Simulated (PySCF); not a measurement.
CH3BeCl, SMILES [CH3][Be][Cl].

Coordinates come from a r2SCAN-D4/def2-TZVP optimisation.

Level of theory: TDA-LC-ωPBE/def2-SVPD (PySCF).

Vertical excitations; the highest root listed may be one member of a degenerate set.  State labels are in the subgroup Cs.

Q: List the lowest excited states. (Estimate from the structure and the level; the computed values follow.)

A: 
```
state  symmetry  energy (eV)  λ (nm)      f                                                                    main pairs
-----  --------  -----------  ------  -----  ----------------------------------------------------------------------------
S1           A"         8.05     154  0.045                                     HOMO→LUMO+1, HOMO→LUMO+5 (degenerate set)
S2           A'         8.05     154  0.045                                       HOMO→LUMO, HOMO→LUMO+4 (degenerate set)
S3           A"         8.49     146  0.000  HOMO−2→LUMO+4 24 %, HOMO−1→LUMO+5 24 %, HOMO−2→LUMO 24 %, HOMO−1→LUMO+1 24 %
S4           A'         8.53     145  0.136                                                              HOMO→LUMO+2 83 %
S5           A'         8.54     145  0.000     HOMO−1→LUMO+4, HOMO−2→LUMO+5, HOMO−1→LUMO, HOMO−2→LUMO+1 (degenerate set)
S6           A"         8.54     145  0.000     HOMO−1→LUMO+5, HOMO−2→LUMO+4, HOMO−1→LUMO+1, HOMO−2→LUMO (degenerate set)
S7           A"         8.95     139  0.108                                                HOMO−2→LUMO+2 (degenerate set)
S8           A'         8.95     139  0.108                                                HOMO−1→LUMO+2 (degenerate set)
S9           A'         9.68     128  0.351  HOMO−2→LUMO+1 23 %, HOMO−1→LUMO 23 %, HOMO−2→LUMO+5 18 %, HOMO−1→LUMO+4 18 %
S10          A'        10.13     122  0.011                             HOMO→LUMO+4 39 %, HOMO→LUMO 39 %, HOMO→LUMO+8 7 %
T1           A"         7.14     174      0                                     HOMO→LUMO+5, HOMO→LUMO+1 (degenerate set)
T2           A'         7.14     174      0                                       HOMO→LUMO+4, HOMO→LUMO (degenerate set)
T3           A'         7.84     158      0  HOMO→LUMO+2 41 %, HOMO−2→LUMO+5 12 %, HOMO−1→LUMO+4 12 %, HOMO−2→LUMO+1 11 %
T4           A'         7.99     155      0    HOMO→LUMO+2 41 %, HOMO−1→LUMO+4 12 %, HOMO−2→LUMO+5 12 %, HOMO−1→LUMO 11 %
```
Triplets are in the Tamm–Dancoff approximation.
